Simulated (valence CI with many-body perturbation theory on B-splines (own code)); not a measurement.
The numbers below are computed, except where a source is named.
**Nb⁹⁺: magnetic and hyperfine properties of the levels**

Level of theory: relativistic CI+MBPT: four valence electrons over a frozen Dirac-Fock core [Ar] 3d10, a basis of 11 s, 11 p, 10 d, 8 f, 5 g, 2 h functions for each j, with the one-electron correlation potential Σ1, the two-electron term Σ2, the three-electron term Σ3, Breit, model QED; selected CI, second order for the rest, scaled by the run's own slope (own B-spline code, finite nucleus).

No measured spectrum was set against this ion. As an estimate, levels hold to about 250 cm⁻¹ or 0.2 % of their energy and the worst to 1 %, as in measured heavy ions of charge 2 to 7; those with d or f electrons hold less well. Among the levels kept, up to 740 cm⁻¹ of a level comes from second order outside the variational space, and about a tenth of that is noise between levels of different J, which matters for small intervals.

A/g_I is the dipole constant over the nuclear g factor μ/I (μ in nuclear magnetons, uniformly magnetised nucleus), B/Q the quadrupole constant per barn. Both hold the static response of the core; the bare values leave it out. Large factors of s and p1/2 electrons are usually good to 5 to 10 %; those of open d and f shells near neutrality can be off by tens of per cent, and small factors of p3/2, d and f electrons come from cancelling terms and can be off by a factor of two or in sign, in half-filled shells by more. B is blank for J = 1/2, where it vanishes, and for nearly pure S terms. Energies count from the lowest level. Levels with J = 0 are left out.

Names give the largest LS component (configuration and term), which can be under half, so a name can repeat, a term be missing and a line seem to break the LS rules; names also repeat where a configuration has a term twice.

| Level | E (cm⁻¹) | g | A/g_I (MHz) | A/g_I bare | B/Q (MHz/b) | B/Q bare |
| --- | --- | --- | --- | --- | --- | --- |
| 4s²4p² ³P_1 | 14234 | 1.501 | -457 | -535 | 3140 | 2870 |
| 4s²4p² ³P_2 | 22835 | 1.363 | 6270 | 5750 | -1530 | -1400 |
| 4s²4p² ¹D_2 | 46827 | 1.137 | 4450 | 4130 | 7740 | 7090 |
| 4s4p³ ⁵S°_2 | 181710 | 1.979 | 18000 | 16700 |  |  |
| 4s4p³ ³D°_1 | 228680 | 0.610 | -10800 | -10100 | 4040 | 3700 |
| 4s4p³ ³D°_2 | 229310 | 1.221 | 11300 | 10600 | 7030 | 6440 |
| 4s4p³ ³D°_3 | 234870 | 1.333 | 16300 | 15200 | -542 | -485 |
| 4s4p³ ³P°_1 | 261140 | 1.411 | 21200 | 19700 | -4320 | -3940 |
| 4s4p³ ³P°_2 | 263500 | 1.406 | 13500 | 12600 | -6880 | -6310 |
| 4s4p³ ¹D°_2 | 291770 | 1.060 | 8680 | 8110 | -1390 | -1310 |
| 4s4p³ ³S°_1 | 308450 | 1.689 | -6600 | -6260 | -38.1 | -35.6 |
| 4s4p³ ¹P°_1 | 334310 | 1.289 | -3780 | -3580 | 48.4 | 54.0 |
| 4s²4p4d ³F°_2 | 349680 | 0.682 | 5270 | 4970 | 4270 | 3840 |
| 4s²4p4d ³F°_3 | 358630 | 1.087 | 3150 | 2950 | 4380 | 3930 |
| 4s²4p4d ³F°_4 | 372370 | 1.250 | 1580 | 1450 | 7480 | 6750 |
| 4s²4p4d ³P°_2 | 381200 | 1.218 | 342 | 338 | -622 | -627 |
| 4s²4p4d ³D°_1 | 389900 | 0.934 | -3410 | -3170 | 1000 | 894 |
| 4s²4p4d ¹D°_2 | 396890 | 1.165 | 727 | 636 | -261 | -289 |
| 4s²4p4d ³P°_1 | 405060 | 1.081 | 2260 | 2130 | -3390 | -3080 |
| 4s²4p4d ³D°_3 | 407010 | 1.315 | 2680 | 2470 | -3730 | -3430 |
| 4s²4p4d ³D°_2 | 407990 | 1.269 | 2680 | 2490 | -4390 | -4010 |
| 4s²4p4d ¹F°_3 | 436850 | 1.014 | 2340 | 2190 | 7090 | 6410 |
| 4s²4p4d ¹P°_1 | 443490 | 0.984 | -1240 | -1120 | 914 | 809 |
| 4p⁴ ³P_2 | 470420 | 1.400 | 3970 | 3710 | 1520 | 1390 |
| 4p⁴ ³P_1 | 489000 | 1.499 | 1140 | 1070 | -2310 | -2110 |
| 4p⁴ ¹D_2 | 495580 | 1.099 | 6960 | 6490 | -8420 | -7720 |
| 4s4p²4d ⁵F_1 | 516290 | 0.067 | -13800 | -12800 | -189 | -205 |
| 4s4p²4d ⁵F_2 | 519020 | 1.051 | 3010 | 2830 | 1620 | 1440 |
| 4s4p²4d ⁵F_3 | 523620 | 1.288 | 6530 | 6100 | 2690 | 2390 |
| 4s4p²4d ⁵F_4 | 530650 | 1.365 | 7670 | 7150 | 2140 | 1870 |
| 4s4p²4d ⁵D_1 | 535360 | 1.449 | 10900 | 10100 | -3450 | -3120 |
| 4s4p²4d ⁵D_2 | 536660 | 1.429 | 10400 | 9690 | -4250 | -3860 |
| 4s4p²4d ⁵D_3 | 538570 | 1.428 | 10600 | 9920 | -3530 | -3230 |
| 4s4p²4d ⁵F_5 | 539100 | 1.393 | 9340 | 8700 | -5150 | -4810 |

(1) Take the isotope of mass number 93, with I = 9/2, μ = 6.163 μN and Q = -0.32 b. What is the hyperfine structure of 4s4p³ ³D°_2?

## Answers

(1) From the table A = 15500 MHz, B = -2250 MHz. Shifts from the centre of gravity in MHz: F = 5/2: -172000, F = 7/2: -116000, F = 9/2: -45800, F = 11/2: 39400, F = 13/2: 139000.
